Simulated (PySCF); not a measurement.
**Magnetisability: `[O-]c1cc(C2CSC2)co1`, [C7H7O2S]-, charge -1**

Geometry:
```csv
atom,x (Å),y (Å),z (Å)
O1,4.054,-0.145,-0.420
C2,2.838,-0.168,-0.183
C3,1.723,0.315,-0.869
C4,0.576,-0.004,-0.111
C5,-0.835,0.323,-0.444
C6,-1.603,1.104,0.636
S7,-3.101,0.071,0.438
C8,-1.813,-0.865,-0.465
C9,1.009,-0.664,1.004
O10,2.368,-0.781,0.993
H11,1.748,0.838,-1.807
H12,-0.876,0.859,-1.397
H13,-1.784,2.160,0.441
H14,-1.186,0.970,1.633
H15,-1.472,-1.707,0.136
H16,-2.146,-1.210,-1.442
H17,0.491,-1.084,1.847
```

Total charge -1.

Theory: GIAO B97-D/ANO-RCC-VDZP magnetisability, rotational g tensor and spin-rotation constants, non-relativistic, gas phase in PySCF 2.14.0. Geometry: GFN2-xTB.

For an ion the centre-of-mass motion in the field is neglected. The gap is small, so the large paramagnetic part is uncertain. The highest occupied orbital is unbound at this level, so the values depend on the basis.

Q: How diamagnetic is it, and how anisotropic?

A: Isotropic -1411 × 10⁻³⁰ J/T², or -84.9 × 10⁻⁶ cm³/mol; principal values -1765, -1449, -1018 × 10⁻³⁰ J/T², anisotropy 649 × 10⁻³⁰ J/T² (root of half the summed squared differences of the principal values). The susceptibility is in cgs units.

Q: Split it along the inertial axes a, b, c into diamagnetic and paramagnetic parts about the centre of mass, with the quadrupole moment.

A: 
```tsv
axis	χ (10⁻⁶ cm³/mol)	diamagnetic (10⁻⁶ cm³/mol)	paramagnetic (10⁻⁶ cm³/mol)	summed x² of all electrons (Å²)	quadrupole Θ (D Å)
a	-83.5	-423.1	339.6	488.9	-61.31
b	-65.0	-2251.3	2186.3	58.0	+28.44
c	-106.3	-2320.0	2213.7	41.8	+32.87
```
Anisotropies 2χaa − χbb − χcc = +4.2 and 2χbb − χaa − χcc = +59.8 × 10⁻⁶ cm³/mol. Θ is traceless in Buckingham's convention.

Q: And the rotational g tensor?

A: 
| axis | rotational constant (GHz) | g | nuclear part | electronic part |
| --- | --- | --- | --- | --- |
| a | 4.3770 | -0.0797 | 0.6186 | -0.6983 |
| b | 0.5323 | -0.0275 | 0.5192 | -0.5468 |
| c | 0.5165 | -0.0174 | 0.5198 | -0.5372 |

Asymmetric top; isotopes 12C, 1H, 16O, 32S; no vibrational averaging.
